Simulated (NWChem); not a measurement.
SiH₂ClF; SMILES F[SiH2]Cl

Results from NWChem. All runs use the structure optimised with PBE0/def2-SVP. Level: PBE0/def2-SVP with SMD (1 M gas to 1 M solution), gas-phase geometry. Reactions with the solvent are ignored.

For solvent water:

| Property | Result |
|---|---|
| solvation free energy (kcal/mol) | 0.4 |
| cavity-dispersion-structure term (kcal/mol) | 2.3 |
| dipole in solution (D) | 1.86 |

### Question
How do the values read with solvent n-hexane instead?

### Answer
- solvation free energy (kcal/mol) = -1.8
- cavity-dispersion-structure term (kcal/mol) = -1.0
- dipole in solution (D) = 1.65
